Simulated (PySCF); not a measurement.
## Correlation energy of Se⁺ (selenium, charge +1)

[Ar] 3d10 4s2 4p2 5s1, high-spin 4P determinant (an excited configuration). Computed with PySCF 2.14 in dyall-av2z (16s12p8d, 92 functions), with no relativity, point nucleus. Frozen: [Ar] 3d10; 5 electrons correlated; the 34 highest virtual orbitals of each spin left out.

```
  level  correlation energy (mhartree)
   CCSD                         -79.37
    (T)                          -1.50
CCSD(T)                         -80.87
```

Diagnostics: T1 = 0.011, D1 = 0.0327, largest double amplitude 0.093.

The outer electron is Rydberg-like, and this basis confines it to a smaller radius and binds it less than a complete one would.

Cost of the coupled-cluster step: of the order of 2.4 core-seconds, for 5 correlated electrons.

Iterations:

```
CC2 = 0
CCSD nocc = (np.int64(4), np.int64(1)), nmo = (44, 44)
frozen orbitals [[0, 1, 2, 3, 4, 5, 6, 7, 8, 9, 10, 11, 12, 13, 58, 59, 60, 61, 62, 63, 64, 65, 66, 67, 68, 69, 70, 71, 72, 73, 74, 75, 76, 77, 78, 79, 80, 81, 82, 83, 84, 85, 86, 87, 88, 89, 90, 91], [0, 1, 2, 3, 4, 5, 6, 7, 8, 9, 10, 11, 12, 13, 58, 59, 60, 61, 62, 63, 64, 65, 66, 67, 68, 69, 70, 71, 72, 73, 74, 75, 76, 77, 78, 79, 80, 81, 82, 83, 84, 85, 86, 87, 88, 89, 90, 91]]
max_cycle = 100
direct = 0
conv_tol = 1e-08
conv_tol_normt = 1e-06
diis_space = 8
diis_start_cycle = 0
Init t2, MP2 energy = -0.0612714228164579
Init E_corr(UCCSD) = -0.0612714228171723
cycle = 1  E_corr(UCCSD) = -0.0742808310036989  dE = -0.0130094082  norm(t1,t2) = 0.0465911
cycle = 2  E_corr(UCCSD) = -0.0776122901609335  dE = -0.00333145916  norm(t1,t2) = 0.0165745
cycle = 3  E_corr(UCCSD) = -0.0793097002057199  dE = -0.00169741004  norm(t1,t2) = 0.00770495
cycle = 4  E_corr(UCCSD) = -0.0793172384206088  dE = -7.53821489e-06  norm(t1,t2) = 0.00334786
cycle = 5  E_corr(UCCSD) = -0.0793864062450156  dE = -6.91678244e-05  norm(t1,t2) = 0.00223574
cycle = 6  E_corr(UCCSD) = -0.07936355133797  dE = 2.2854907e-05  norm(t1,t2) = 0.00121444
cycle = 7  E_corr(UCCSD) = -0.0793494178208214  dE = 1.41335171e-05  norm(t1,t2) = 0.00119624
cycle = 8  E_corr(UCCSD) = -0.0793944220761344  dE = -4.50042553e-05  norm(t1,t2) = 0.000962234
cycle = 9  E_corr(UCCSD) = -0.0793548924166256  dE = 3.95296595e-05  norm(t1,t2) = 0.000296226
cycle = 10  E_corr(UCCSD) = -0.0793702025042207  dE = -1.53100876e-05  norm(t1,t2) = 0.000100946
cycle = 11  E_corr(UCCSD) = -0.0793706054319869  dE = -4.02927766e-07  norm(t1,t2) = 2.19364e-05
cycle = 12  E_corr(UCCSD) = -0.0793703653307512  dE = 2.40101236e-07  norm(t1,t2) = 8.9529e-06
cycle = 13  E_corr(UCCSD) = -0.0793703561167973  dE = 9.21395399e-09  norm(t1,t2) = 2.69162e-06
cycle = 14  E_corr(UCCSD) = -0.0793703773710153  dE = -2.1254218e-08  norm(t1,t2) = 6.15293e-07
cycle = 15  E_corr(UCCSD) = -0.0793703769951555  dE = 3.75859746e-10  norm(t1,t2) = 1.11252e-07
UCCSD converged
E(UCCSD) = -2399.169862376541  E_corr = -0.07937037699515552
UCCSD(T) correction = -0.00150247678325571
```
